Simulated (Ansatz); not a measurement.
Input (X2C-CCSDT(Q)/cc-pwCVTZ-DK; Ansatz, a program for electronic structure): The .json basis holds the Basis Set Exchange's core-valence set for the 3d metal and cc-pVXZ-DK of the same size for its partners.

Ansatz 0.2 input:
```yaml
crystal:
  periodic: [false, false, false]
  atoms:
    - {symbol: Ni, position_ang: [0.00000000, 0.00000000, 0.00000000]}
basis:
  gaussian:
    orbitals: cc-pwCVTZ-DK.json
magnetization: {spin_polarized: false}
correlation: {method: ccsdt_q, frozen_orbitals: {Ni: 5}}
scf: {lower_state_search: full}
```

Output:

```
mean field evaluation 224: about -41333.3176 eV, gradient 3.0e-3 eV
mean field evaluation 256: about -41312.7056 eV, gradient 1.6e2 eV
mean field evaluation 288: about -41333.3480 eV, gradient 1.4e-6 eV
mean field evaluation 320: about -41330.6535 eV, gradient 3.0e-1 eV
mean field evaluation 352: about -41333.3175 eV, gradient 1.2e-1 eV
mean field evaluation 384: about -41324.6889 eV, gradient 3.8e-2 eV
mean field evaluation 416: about -41324.6889 eV, gradient 4.1e-2 eV
mean field evaluation 448: about -41324.0966 eV, gradient 1.2e-1 eV
mean field evaluation 480: about -41324.6616 eV, gradient 3.8e0 eV
mean field evaluation 512: about -41318.8681 eV, gradient 3.6e0 eV
mean field evaluation 544: about -41318.7559 eV, gradient 7.2e-3 eV
mean field evaluation 576: about -41333.3467 eV, gradient 8.0e-2 eV
mean field evaluation 608: about -41333.3175 eV, gradient 3.1e-2 eV
mean field evaluation 640: about -41324.8939 eV, gradient 4.5e0 eV
mean field evaluation 672: about -41324.6882 eV, gradient 3.7e-1 eV
mean field evaluation 704: about -41324.6889 eV, gradient 3.9e-3 eV
mean field evaluation 736: about -41323.9181 eV, gradient 2.3e1 eV
mean field evaluation 768: about -41324.0965 eV, gradient 2.9e-4 eV
mean field evaluation 800: about -41318.8826 eV, gradient 7.6e-1 eV
mean field evaluation 832: about -41318.7559 eV, gradient 7.2e-3 eV
mean field evaluation 864: about -41318.7559 eV, gradient 4.1e-3 eV
mean field evaluation 896: about -41330.6503 eV, gradient 1.1e-2 eV
mean field evaluation 928: about -41314.1516 eV, gradient 5.3e-4 eV
mean field evaluation 960: about -41333.3479 eV, gradient 2.2e-2 eV
mean field evaluation 992: about -41324.0964 eV, gradient 4.6e-2 eV
mean field evaluation 1024: about -41324.6889 eV, gradient 8.0e-3 eV
mean field evaluation 1056: about -41324.6889 eV, gradient 5.8e-3 eV
mean field evaluation 1088: about -41324.3108 eV, gradient 3.8e0 eV
mean field evaluation 1120: about -41324.3784 eV, gradient 7.8e-1 eV
mean field -41333.34796787 eV, -1518.9725210697 hartree, gradient 8.7e-6 eV, S^2 0.000000; 14 other end points of the search recorded, 0 dependent functions left out; unrestricted orbitals would lower it
determinant -41333.34796787 eV, -1518.9725210697 hartree, with singles and doubles -41354.74800097 eV, -1519.7589577805 hartree
determinant -41333.31751816 eV, -1518.9714020635 hartree, with singles and doubles -41354.79844273 eV, -1519.7608114811 hartree
determinant -41330.65031736 eV, -1518.8733842421 hartree, with singles and doubles -41354.88653157 eV, -1519.7640486864 hartree
determinant -41333.34796787 eV, -1518.9725210697 hartree, with singles and doubles -41354.70075609 eV, -1519.7572215632 hartree
determinant -41333.31751816 eV, -1518.9714020635 hartree, with singles and doubles -41354.70412986 eV, -1519.7573455470 hartree
determinant -41330.65031736 eV, -1518.8733842421 hartree, with singles and doubles -41354.79281613 eV, -1519.7606047075 hartree
mean field evaluation 1152: about -41330.6503 eV, gradient 1.8e-6 eV
unrestricted determinant -41335.74725131 eV, -1519.0606931100 hartree, S^2 1.0019
5 core orbitals not correlated
reference -41330.65031736 eV, -1518.8733842421 hartree; 9, 9 occupied and 88, 88 virtual orbitals, 954 factors
second order -29.20821954 eV of doubles, -0.00000000 eV of singles
coupled cluster: 4.04 GiB planned
cycle   1  -21.03583930 eV  change     8.2e0 eV  update   3.5e-1
cycle   2  -23.97456723 eV  change    -2.9e0 eV  update   5.6e-1
cycle   3  -24.86936159 eV  change   -8.9e-1 eV  update   5.7e-2
cycle   4  -25.04076879 eV  change   -1.7e-1 eV  update   2.4e-2
cycle   5  -25.14436521 eV  change   -1.0e-1 eV  update   2.1e-2
cycle   6  -25.13275593 eV  change    1.2e-2 eV  update   1.6e-2
cycle   7  -25.12193579 eV  change    1.1e-2 eV  update   6.4e-3
cycle   8  -25.11129281 eV  change    1.1e-2 eV  update   6.0e-3
cycle   9  -25.11548772 eV  change   -4.2e-3 eV  update   3.1e-3
cycle  10  -25.11358009 eV  change    1.9e-3 eV  update   3.3e-3
cycle  11  -25.13281393 eV  change   -1.9e-2 eV  update   2.3e-3
cycle  12  -25.12457510 eV  change    8.2e-3 eV  update   2.5e-3
cycle  13  -25.12402896 eV  change    5.5e-4 eV  update   6.6e-4
cycle  14  -25.12465906 eV  change   -6.3e-4 eV  update   4.6e-4
cycle  15  -25.12430258 eV  change    3.6e-4 eV  update   2.6e-4
cycle  16  -25.12380121 eV  change    5.0e-4 eV  update   1.6e-4
cycle  17  -25.12391062 eV  change   -1.1e-4 eV  update   5.3e-5
cycle  18  -25.12385087 eV  change    6.0e-5 eV  update   3.4e-5
cycle  19  -25.12378428 eV  change    6.7e-5 eV  update   2.2e-5
cycle  20  -25.12380887 eV  change   -2.5e-5 eV  update   1.1e-5
cycle  21  -25.12380866 eV  change    2.1e-7 eV  update   6.8e-6
cycle  22  -25.12381184 eV  change   -3.2e-6 eV  update   5.4e-6
cycle  23  -25.12380503 eV  change    6.8e-6 eV  update   2.0e-6
cycle  24  -25.12380829 eV  change   -3.3e-6 eV  update   2.3e-6
cycle  25  -25.12380836 eV  change   -6.6e-8 eV  update   1.7e-6
perturbative correction -0.01743299 eV, -0.0006406505 hartree
Total energy: -41355.79155871 eV, -1519.7973078203 hartree
Relativity: scalar
```

 The run finds its determinant to be a saddle point of the SCF energy.

This singlet is an excited state, 1.9 eV above the triplet at CCSD(T)/cc-pwCVQZ-DK (Ansatz).
